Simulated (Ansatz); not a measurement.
Basis-set extrapolation for CH7B2NOSi (`BB1OCN1[SiH3]`) (PBE0-D4/def2-TZVP geometry, frozen core, Ansatz 0.2.0). Multiplicity 1, RHF reference.

|  | def2-TZVPP | def2-QZVPP |
| --- | --- | --- |
| HF | -509.689005 | -509.708580 |
| MP2 correlation | -0.911936 | -0.976912 |
| CCSD(T) correlation | -1.002327 | not run |

Energies in hartree. Use E(X) = E(∞) + A·exp(−7.88·√X) for Hartree–Fock and E(X) = E(∞) + B·X^(−2.97) for correlation, with X = 3 and 4, and add CCSD(T) minus MP2 of the smaller set to the MP2 limit.

Question: What is the CCSD(T) energy at the basis-set limit?

Answer: HF limit: -509.708580 + (-0.019575) × 0.13774 = -509.71128. MP2 limit: -0.976912 + (-0.064976) × 0.74074 = -1.02504. Higher-order term: -1.002327 − (-0.911936) = -0.09039. Total: -510.82671 hartree, 85.0 kcal/mol below CCSD(T)/def2-TZVPP.
